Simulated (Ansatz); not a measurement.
## Nudged elastic band run: AlH₇O₃Sn

input.yaml

```yaml
crystal:
  periodic: [false, false, false]
  atoms:
    - { symbol: Sn, position_ang: [0.029368, -0.079883, 0.238256] }
    - { symbol: O, position_ang: [0.036012, -1.455259, 1.750096] }
    - { symbol: H, position_ang: [-0.872444, -1.767178, 1.936863] }
    - { symbol: H, position_ang: [1.011127, -0.629042, -1.067114] }
    - { symbol: O, position_ang: [0.238888, 2.154371, 0.044905] }
    - { symbol: H, position_ang: [-0.453074, 2.698251, -0.371448] }
    - { symbol: H, position_ang: [-1.687448, 0.116483, -0.037528] }
    - { symbol: O, position_ang: [1.599184, 0.738321, 1.543682] }
    - { symbol: Al, position_ang: [1.470844, 2.594807, 1.37544] }
    - { symbol: H, position_ang: [0.75407, 3.23137, 2.662658] }
    - { symbol: H, position_ang: [2.796201, 3.235425, 0.754406] }
    - { symbol: H, position_ang: [1.529675, 0.219633, 2.371785] }
basis:
  gaussian: { orbitals: def2-SVP }
hamiltonian:
  xc: blyp
  dispersion: d4
neb:
  order_check: false
  images: 2
  f_tol: 0.05
  max_iterations: 60
  climbing: true
  final_atoms:
    - { symbol: Sn, position_ang: [-1.00293423, 0.00070065, 0.45110698] }
    - { symbol: O, position_ang: [2.19586423, 1.49554144, 0.89019502] }
    - { symbol: H, position_ang: [2.93299677, 0.8536628, 0.89854874] }
    - { symbol: H, position_ang: [-1.13557012, -1.66739532, 0.0244985] }
    - { symbol: O, position_ang: [0.44383246, 0.79464947, -0.84337228] }
    - { symbol: H, position_ang: [0.09695599, 1.52661878, -1.39234032] }
    - { symbol: H, position_ang: [-2.41066427, 0.99373058, 0.23400672] }
    - { symbol: O, position_ang: [-0.04387219, 0.21892838, 2.14931079] }
    - { symbol: Al, position_ang: [1.11882767, 1.52123263, 2.54843003] }
    - { symbol: H, position_ang: [0.47378287, 2.9890111, 2.514358] }
    - { symbol: H, position_ang: [2.1995504, 1.07988507, 3.64418324] }
    - { symbol: H, position_ang: [1.58363343, 1.25073342, 0.08307558] }
  initial_path:
    images:
      - { positions_ang: [[0.029368, -0.079883, 0.238256], [0.036012, -1.455259, 1.750096], [-0.872444, -1.767178, 1.936863], [1.011127, -0.629042, -1.067114], [0.238888, 2.154371, 0.044905], [-0.453074, 2.698251, -0.371448], [-1.687448, 0.116483, -0.037528], [1.599184, 0.738321, 1.543682], [1.470844, 2.594807, 1.37544], [0.75407, 3.23137, 2.662658], [2.796201, 3.235425, 0.754406], [1.529675, 0.219633, 2.371785]] }
      - { positions_ang: [[-0.06152535, 0.08395413, 0.02742553], [0.04287914, -0.59485086, 2.05209727], [-0.85878677, -0.89163383, 2.35423881], [1.33013016, -0.08867252, -0.86887542], [-0.57958452, 1.97058543, -0.27271433], [-1.4642067, 2.04711597, -0.53287883], [-1.25203739, -0.70891696, -0.53848814], [1.12296567, 1.56446468, 1.0742243], [2.0646741, 2.15808178, 1.68029621], [2.36884328, 1.48801771, 2.20023369], [2.82605461, 3.23174203, 1.9627381], [0.91299678, 0.79741143, 2.0637038]] }
      - { positions_ang: [[-0.4056261, 0.11081534, 0.09837586], [0.76282989, 0.38874929, 1.76546361], [0.40969349, -0.01802023, 2.00813406], [0.61456446, -0.43479029, -0.50500459], [-0.5112697, 1.51734492, -0.56880675], [-1.28086337, 1.6565719, -0.87317627], [-1.49310948, -0.4165011, -0.44797656], [0.57528027, 1.39133381, 1.27610056], [1.94733532, 1.80022366, 2.07129288], [2.27541423, 1.40723141, 2.15080036], [2.62717107, 2.51322872, 2.92599718], [0.93098293, 1.14111157, 1.30080066]] }
      - { positions_ang: [[-1.00293423, 0.00070065, 0.45110698], [2.19586423, 1.49554144, 0.89019502], [2.93299677, 0.8536628, 0.89854874], [-1.13557012, -1.66739532, 0.0244985], [0.44383246, 0.79464947, -0.84337228], [0.09695599, 1.52661878, -1.39234032], [-2.41066427, 0.99373058, 0.23400672], [-0.04387219, 0.21892838, 2.14931079], [1.11882767, 1.52123263, 2.54843003], [0.47378287, 2.9890111, 2.514358], [2.1995504, 1.07988507, 3.64418324], [1.58363343, 1.25073342, 0.08307558]] }
```

Command:

```bash
$ ansatz run input.yaml --threads 4 --pin off --max-ram 5120MiB --backend cpu --events-out ev --progress --plain --runs-dir out
```

Output, in part (warnings, iteration lines):

```
NEB end point (image 0): max|allowed force component| = 4.983e-2 eV/Å (the criterion of neb.relax_end_points is 1.000e-2)
NEB end point (image 3): max|allowed force component| = 8.702e-3 eV/Å (the criterion of neb.relax_end_points is 1.000e-2)
NEB iter   1: max|band force component| = 2.303e2 eV/Å  barrier→ = 138.0080 eV  barrier← = 137.8882 eV  Δτ_max = 0.1970 Å  (200 SCF iters)
NEB iter   2: max|band force component| = 1.432e2 eV/Å  barrier→ = 98.4652 eV  barrier← = 98.3453 eV  Δτ_max = 0.1953 Å  (77 SCF iters)
NEB iter   3: max|band force component| = 4.366e1 eV/Å  barrier→ = 50.3014 eV  barrier← = 50.1816 eV  Δτ_max = 0.2000 Å  (84 SCF iters)
NEB iter   4: max|band force component| = 2.484e1 eV/Å  barrier→ = 34.5989 eV  barrier← = 34.4790 eV  Δτ_max = 0.1989 Å  (78 SCF iters)
NEB iter   5: max|band force component| = 1.626e1 eV/Å  barrier→ = 22.0672 eV  barrier← = 21.9473 eV  Δτ_max = 0.1967 Å  (79 SCF iters)
NEB iter   6: max|band force component| = 1.107e1 eV/Å  barrier→ = 16.0299 eV  barrier← = 15.9101 eV  Δτ_max = 0.2000 Å  (86 SCF iters)
NEB iter   7: max|band force component| = 8.602e0 eV/Å  barrier→ = 11.9395 eV  barrier← = 11.8197 eV  Δτ_max = 0.2000 Å  (93 SCF iters)
NEB iter   8: max|band force component| = 6.044e0 eV/Å  barrier→ = 10.1094 eV  barrier← = 9.9895 eV  Δτ_max = 0.2000 Å  (81 SCF iters)
NEB iter   9: max|band force component| = 3.716e0 eV/Å  barrier→ = 8.8302 eV  barrier← = 8.7104 eV  Δτ_max = 0.2000 Å  (79 SCF iters)
NEB iter  10: max|band force component| = 3.088e0 eV/Å  barrier→ = 7.8128 eV  barrier← = 7.6929 eV  Δτ_max = 0.2000 Å  (76 SCF iters)
NEB iter  11: max|band force component| = 2.026e0 eV/Å  barrier→ = 6.4821 eV  barrier← = 6.3623 eV  Δτ_max = 0.2000 Å  (79 SCF iters)
NEB iter  12: max|band force component| = 2.802e0 eV/Å  barrier→ = 5.3891 eV  barrier← = 5.2692 eV  Δτ_max = 0.1003 Å  (75 SCF iters)
NEB iter  13: max|band force component| = 1.947e0 eV/Å  barrier→ = 4.9488 eV  barrier← = 4.8290 eV  Δτ_max = 0.1015 Å  (62 SCF iters)
NEB iter  14: max|band force component| = 1.595e0 eV/Å  barrier→ = 4.5087 eV  barrier← = 4.3888 eV  Δτ_max = 0.2000 Å  (65 SCF iters)
NEB iter  15: max|band force component| = 1.697e0 eV/Å  barrier→ = 4.0424 eV  barrier← = 3.9226 eV  Δτ_max = 0.1979 Å  (69 SCF iters)
NEB iter  16: max|band force component| = 1.298e0 eV/Å  barrier→ = 3.3658 eV  barrier← = 3.2459 eV  Δτ_max = 0.1998 Å  (69 SCF iters)
NEB iter  17: max|band force component| = 4.801e0 eV/Å  barrier→ = 3.1191 eV  barrier← = 2.9992 eV  Δτ_max = 0.0998 Å  (70 SCF iters)
NEB iter  18: max|band force component| = 1.741e0 eV/Å  barrier→ = 2.6326 eV  barrier← = 2.5127 eV  Δτ_max = 0.1973 Å  (62 SCF iters)
NEB iter  19: max|band force component| = 1.189e0 eV/Å  barrier→ = 2.0790 eV  barrier← = 1.9592 eV  Δτ_max = 0.2000 Å  (69 SCF iters)
NEB iter  20: max|band force component| = 6.860e-1 eV/Å  barrier→ = 1.7427 eV  barrier← = 1.6229 eV  Δτ_max = 0.2000 Å  (66 SCF iters)
NEB iter  21: max|band force component| = 1.247e0 eV/Å  barrier→ = 1.5266 eV  barrier← = 1.4068 eV  Δτ_max = 0.0968 Å  (67 SCF iters)
NEB iter  22: max|band force component| = 2.480e0 eV/Å  barrier→ = 1.4797 eV  barrier← = 1.3598 eV  Δτ_max = 0.0488 Å  (63 SCF iters)
NEB iter  23: max|band force component| = 1.688e0 eV/Å  barrier→ = 1.3587 eV  barrier← = 1.2389 eV  Δτ_max = 0.0486 Å  (61 SCF iters)
NEB iter  24: max|band force component| = 6.308e-1 eV/Å  barrier→ = 1.2894 eV  barrier← = 1.1696 eV  Δτ_max = 0.0972 Å  (62 SCF iters)
NEB iter  25: max|band force component| = 5.725e-1 eV/Å  barrier→ = 1.2857 eV  barrier← = 1.1658 eV  Δτ_max = 0.0486 Å  (61 SCF iters)
NEB iter  26: max|band force component| = 2.661e-1 eV/Å  barrier→ = 1.2840 eV  barrier← = 1.1642 eV  CI = image 1  Δτ_max = 0.0981 Å  (60 SCF iters)
NEB iter  27: max|band force component| = 4.958e-1 eV/Å  barrier→ = 1.3203 eV  barrier← = 1.2004 eV  CI = image 1  Δτ_max = 0.0487 Å  (61 SCF iters)
NEB iter  28: max|band force component| = 3.579e-1 eV/Å  barrier→ = 1.3352 eV  barrier← = 1.2153 eV  CI = image 1  Δτ_max = 0.0488 Å  (61 SCF iters)
NEB iter  29: max|band force component| = 3.442e-1 eV/Å  barrier→ = 1.3540 eV  barrier← = 1.2342 eV  CI = image 1  Δτ_max = 0.0982 Å  (60 SCF iters)
NEB iter  30: max|band force component| = 4.373e-1 eV/Å  barrier→ = 1.3838 eV  barrier← = 1.2640 eV  CI = image 1  Δτ_max = 0.0979 Å  (61 SCF iters)
NEB iter  31: max|band force component| = 5.051e-1 eV/Å  barrier→ = 1.4134 eV  barrier← = 1.2935 eV  CI = image 1  Δτ_max = 0.1966 Å  (62 SCF iters)
NEB iter  32: max|band force component| = 5.220e-1 eV/Å  barrier→ = 1.4651 eV  barrier← = 1.3453 eV  CI = image 1  Δτ_max = 0.1999 Å  (66 SCF iters)
NEB iter  33: max|band force component| = 5.220e-1 eV/Å  barrier→ = 1.5233 eV  barrier← = 1.4034 eV  CI = image 1  Δτ_max = 0.1993 Å  (65 SCF iters)
NEB iter  34: max|band force component| = 6.502e-1 eV/Å  barrier→ = 1.5436 eV  barrier← = 1.4238 eV  CI = image 1  Δτ_max = 0.0998 Å  (61 SCF iters)
NEB iter  35: max|band force component| = 6.603e-1 eV/Å  barrier→ = 1.5539 eV  barrier← = 1.4341 eV  CI = image 1  Δτ_max = 0.1989 Å  (60 SCF iters)
NEB iter  36: max|band force component| = 5.938e-1 eV/Å  barrier→ = 1.5505 eV  barrier← = 1.4306 eV  CI = image 1  Δτ_max = 0.1989 Å  (59 SCF iters)
NEB iter  37: max|band force component| = 6.008e-1 eV/Å  barrier→ = 1.5624 eV  barrier← = 1.4426 eV  CI = image 1  Δτ_max = 0.1997 Å  (59 SCF iters)
NEB iter  38: max|band force component| = 4.521e-1 eV/Å  barrier→ = 1.5439 eV  barrier← = 1.4240 eV  CI = image 1  Δτ_max = 0.1991 Å  (59 SCF iters)
NEB iter  39: max|band force component| = 3.902e-1 eV/Å  barrier→ = 1.5282 eV  barrier← = 1.4083 eV  CI = image 1  Δτ_max = 0.1995 Å  (59 SCF iters)
NEB iter  40: max|band force component| = 4.125e-1 eV/Å  barrier→ = 1.5434 eV  barrier← = 1.4236 eV  CI = image 1  Δτ_max = 0.1984 Å  (59 SCF iters)
NEB iter  41: max|band force component| = 5.954e-1 eV/Å  barrier→ = 1.5657 eV  barrier← = 1.4458 eV  CI = image 1  Δτ_max = 0.1418 Å  (60 SCF iters)
NEB iter  42: max|band force component| = 5.077e-1 eV/Å  barrier→ = 1.5489 eV  barrier← = 1.4290 eV  CI = image 1  Δτ_max = 0.2000 Å  (57 SCF iters)
NEB iter  43: max|band force component| = 8.645e-1 eV/Å  barrier→ = 1.7124 eV  barrier← = 1.5925 eV  CI = image 1  Δτ_max = 0.1001 Å  (66 SCF iters)
NEB iter  44: max|band force component| = 9.087e-1 eV/Å  barrier→ = 1.7489 eV  barrier← = 1.6291 eV  CI = image 1  Δτ_max = 0.2000 Å  (60 SCF iters)
NEB iter  45: max|band force component| = 9.198e-1 eV/Å  barrier→ = 1.7783 eV  barrier← = 1.6585 eV  CI = image 1  Δτ_max = 0.1999 Å  (60 SCF iters)
NEB iter  46: max|band force component| = 8.913e-1 eV/Å  barrier→ = 1.7560 eV  barrier← = 1.6362 eV  CI = image 1  Δτ_max = 0.2000 Å  (59 SCF iters)
NEB iter  47: max|band force component| = 6.649e-1 eV/Å  barrier→ = 1.6364 eV  barrier← = 1.5166 eV  CI = image 1  Δτ_max = 0.2000 Å  (61 SCF iters)
NEB iter  48: max|band force component| = 6.024e-1 eV/Å  barrier→ = 1.6313 eV  barrier← = 1.5114 eV  CI = image 1  Δτ_max = 0.1986 Å  (58 SCF iters)
NEB iter  49: max|band force component| = 6.022e-1 eV/Å  barrier→ = 1.6450 eV  barrier← = 1.5251 eV  CI = image 1  Δτ_max = 0.1993 Å  (58 SCF iters)
NEB iter  50: max|band force component| = 5.630e-1 eV/Å  barrier→ = 1.6028 eV  barrier← = 1.4829 eV  CI = image 1  Δτ_max = 0.1991 Å  (59 SCF iters)
NEB iter  51: max|band force component| = 5.111e-1 eV/Å  barrier→ = 1.5434 eV  barrier← = 1.4235 eV  CI = image 1  Δτ_max = 0.1991 Å  (60 SCF iters)
NEB iter  52: max|band force component| = 3.548e-1 eV/Å  barrier→ = 1.4769 eV  barrier← = 1.3571 eV  CI = image 1  Δτ_max = 0.1942 Å  (59 SCF iters)
NEB iter  53: max|band force component| = 2.574e-1 eV/Å  barrier→ = 1.5148 eV  barrier← = 1.3949 eV  CI = image 1  Δτ_max = 0.0969 Å  (60 SCF iters)
NEB iter  54: max|band force component| = 2.588e-1 eV/Å  barrier→ = 1.5476 eV  barrier← = 1.4277 eV  CI = image 1  Δτ_max = 0.0970 Å  (59 SCF iters)
NEB iter  55: max|band force component| = 2.564e-1 eV/Å  barrier→ = 1.5794 eV  barrier← = 1.4596 eV  CI = image 1  Δτ_max = 0.0968 Å  (58 SCF iters)
NEB iter  56: max|band force component| = 2.011e-1 eV/Å  barrier→ = 1.6147 eV  barrier← = 1.4948 eV  CI = image 1  Δτ_max = 0.0970 Å  (59 SCF iters)
NEB iter  57: max|band force component| = 1.790e-1 eV/Å  barrier→ = 1.6460 eV  barrier← = 1.5261 eV  CI = image 1  Δτ_max = 0.0971 Å  (59 SCF iters)
NEB iter  58: max|band force component| = 1.507e-1 eV/Å  barrier→ = 1.6631 eV  barrier← = 1.5433 eV  CI = image 1  Δτ_max = 0.0971 Å  (59 SCF iters)
NEB iter  59: max|band force component| = 3.094e-1 eV/Å  barrier→ = 1.6850 eV  barrier← = 1.5651 eV  CI = image 1  Δτ_max = 0.0484 Å  (59 SCF iters)
NEB iter  60: max|band force component| = 3.311e-1 eV/Å  barrier→ = 1.6902 eV  barrier← = 1.5703 eV  CI = image 1  Δτ_max = 0.0971 Å  (59 SCF iters)
Error: NEB band did not converge after 60 iterations: max|band force component| = 3.31e-1 eV/Å (threshold 5.0e-2); raise `neb.max_iterations` in a new run, which can start from the last band evaluated (`neb.initial_path`, with `crystal.atoms` and `neb.final_atoms` set to its first and last images), …
```

The run ended unconverged. The band didn't meet its force threshold, so its energies are provisional: the largest band force was still 0.33 eV/Å, and over the last iterations the top moved between 1.66 and 1.69 eV. Neighbouring images lie up to 7.1 Å apart, so the band is torn or far too coarse. So few images can step over the top or miss a turn of the path. The orbitals stay closed-shell, which can raise the energy where a bond breaks towards radicals; this wasn't checked here.

Final band (atoms are numbered from 1 in the order of the input):

```csv
image,path coordinate (Å),energy (kcal/mol),Sn1–O2 (Å),O5–Al9 (Å),O8–H12 (Å)
0,0.00,0.0,2.04,1.87,0.98
1,7.10,39.0,2.09,4.81,0.99
2,11.84,12.0,3.59,3.09,0.98
3,16.60,2.8,3.56,3.53,2.83
```

Run time: 3 min on 4 threads of Arm Neoverse V1, with other jobs on the host, peak memory 0.18 GiB.
